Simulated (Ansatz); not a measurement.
Geometry optimisation, Ansatz 0.2.0, RKS B3LYP/def2-SVP.

input.yaml

```yaml
crystal:
  periodic: [false, false, false]
  atoms:
    - { symbol: Si, position_ang: [-0.5564, 0.5543, -0.3113] }
    - { symbol: "N", position_ang: [0.2689, -1.3754, -0.0031] }
    - { symbol: H, position_ang: [-0.9368, 0.2907, -1.7013] }
    - { symbol: H, position_ang: [-1.7451, 0.7137, 0.503] }
    - { symbol: O, position_ang: [0.4858, 1.7407, -0.6421] }
    - { symbol: H, position_ang: [0.5552, -0.7115, 1.1188] }
    - { symbol: F, position_ang: [0.3146, 0.411, 1.4887] }
    - { symbol: H, position_ang: [-0.3963, -2.1248, 0.0794] }
    - { symbol: H, position_ang: [1.0315, -1.6386, -0.6038] }
    - { symbol: H, position_ang: [0.9786, 2.1398, 0.0717] }
basis:
  gaussian: { orbitals: def2-SVP }
hamiltonian:
  xc: b3lyp
relax:
  f_tol: 0.15
  max_steps: 25
  restrain:
    - { distance: [0, 6], at: 1.68, k: 30.0 }
    - { distance: [5, 1], at: 1.02, k: 30.0 }
    - { distance: [0, 1], at: 3.12, k: 30.0 }
    - { distance: [5, 6], at: 2.18, k: 30.0 }
output:
  orbitals: {}
```

Command:

```bash
$ ansatz run input.yaml --threads 2 --pin off --max-ram 3072MiB --backend cpu --events-out ev --progress --plain --runs-dir out
```

Question: Where does it end, and by what steps?

Answer: The run converged. The restraints hold the end off the free minimum. After 14 steps the energy has fallen by 1.485 eV (the restraints' own energy left out); H10 moved furthest, 1.50 Å. Joined: N2–H6 (1.33 → 1.02 Å).

```tsv
step	energy less start (eV)	largest force component (eV/Å)	accepted
0	0.0000	2.849	yes
1	0.1822	3.486	yes
2	0.1759	3.013	yes
3	0.0836	2.466	yes
4	-0.4863	1.114	yes
5	-0.8907	0.834	yes
6	-1.1193	0.741	yes
7	-1.1814	0.649	yes
8	-1.2077	1.107	yes
9	-1.2793	0.708	yes
10	-1.3383	0.624	yes
11	-1.3957	0.704	yes
12	-1.4472	0.516	yes
13	-1.4731	0.724	yes
14	-1.4852	0.505	yes
```

```xyz
10
Properties=species:S:1:pos:R:3
Si -0.036 0.883 -0.247
N 0.039 -2.192 0.333
H 0.372 0.198 -1.488
H -1.378 0.528 0.274
O 0.067 2.494 -0.601
H 0.505 -1.566 0.988
F 1.044 0.547 0.966
H -0.939 -1.924 0.256
H 0.479 -2.090 -0.578
H -0.153 3.124 0.096
```

Time of the run: 27 s on 2 threads of Intel(R) Xeon(R) CPU @ 2.80GHz (Skylake/Cascade Lake), on a shared host, peak memory 0.2 GiB.
